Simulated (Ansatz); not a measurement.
`FC(F)(F)CC(Cl)Cl` + H₂ → `ClCCl` + `CC(F)(F)F` at 298.15 K and 1 bar (hydrogenolysis of a C–C bond).

Program: Ansatz. Geometries: PBE0-D4/def2-TZVP. ΔE: electronic, gas phase. CCSD(T)/CBS is the MP2 limit (def2-TZVPP, def2-QZVPP) plus CCSD(T) − MP2 in def2-TZVPP, frozen cores. This one scheme is used for every species. Each species was taken in one conformer, which may not be the lowest.

```tsv
species	CCSD(T)/CBS energy (Eh)	H − E (kJ/mol)	S (J/(mol·K))
`FC(F)(F)CC(Cl)Cl`	-1334.90413	189.7	386.0
H₂	-1.17544	35.1	130.4
`ClCCl`	-958.80256	89.3	270.0
`CC(F)(F)F`	-377.30189	153.0	286.2
```

H − E and S are ideal-gas, rigid-rotor, harmonic terms from PBE0-D4/def2-TZVP, for one conformer and one mirror image of each species. The MP2-based limit puts H₂ 0.8 mEh under its directly extrapolated value; such offsets cancel only in part. 1 Eh = 2625.50 kJ/mol, R = 8.31446 J/(mol·K).

By hand: ΔE, ΔH, ΔS and ΔG.

ΔE = (-958.80256) + (-377.30189) − (-1334.90413) − (-1.17544) = -0.02488 Eh = -65.3 kJ/mol. Δ(H − E) = 89.3 + 153.0 − 189.7 − 35.1 = 17.5, so ΔH = -47.8 kJ/mol. ΔS = 270.0 + 286.2 − 386.0 − 130.4 = 39.8 J/(mol·K). ΔG = -47.8 − 298.15 × (39.8)/1000 = -59.7 kJ/mol.

By hand: the equilibrium constant, and the temperature at which ΔG would vanish if ΔH and ΔS stayed fixed.

log₁₀ K = −ΔG/(RT ln 10) = 10.5. ΔH and −TΔS have one sign here, so there is no such temperature.

ΔH outweighs TΔS. A doubt of 5 kJ/mol in ΔE shifts log₁₀ K by 0.9 here. Other conformers and mirror images would add mixing entropy, several J/(mol·K) or more a flexible species. Modes under 60 cm⁻¹, often nearly free rotors, make the harmonic entropy too high. These are equilibria of isolated gas molecules and say nothing of rates. Largest T1 diagnostic: 0.011 (customary marks: 0.02 for closed shells, 0.045 for open ones).
